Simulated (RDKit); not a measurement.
RDKit input (UFF):

```python
from rdkit import Chem
from rdkit.Chem import AllChem, rdDetermineBonds

mol = Chem.MolFromXYZFile('mol.xyz')
rdDetermineBonds.DetermineBonds(mol, charge=-1)
print('SMILES', Chem.MolToSmiles(Chem.RemoveHs(mol)))
ff = AllChem.UFFGetMoleculeForceField(mol)
e0 = ff.CalcEnergy()
flag = ff.Minimize(maxIts=5000, forceTol=1e-5)
print(f'energy {e0:.4f} -> {ff.CalcEnergy():.4f} kcal/mol, converged: {flag == 0}')
print(Chem.MolToXYZBlock(mol))
```
mol.xyz:
```
5

O     -2.14244300     0.35652700     0.42178000
C     -0.97085300     0.16156100     0.19113100
B      0.41490800    -0.06904600    -0.08168200
F      1.25785600     0.89164700    -0.65122800
F      1.06326900    -1.27790900     0.19427100
```

Output:

```
SMILES O=C=[B-](F)F
energy 4.2218 -> -0.1042 kcal/mol, converged: True
5

O     -2.122566    0.353173    0.417880
C     -0.924297    0.153795    0.181972
B      0.423747   -0.070504   -0.083422
F      1.227060    0.974513   -0.673665
F      1.018792   -1.348197    0.231506
```

The dipole moment of an ion depends on the origin.

The geometry given is a B3LYP-D3(BJ)/def2-TZVP minimum.
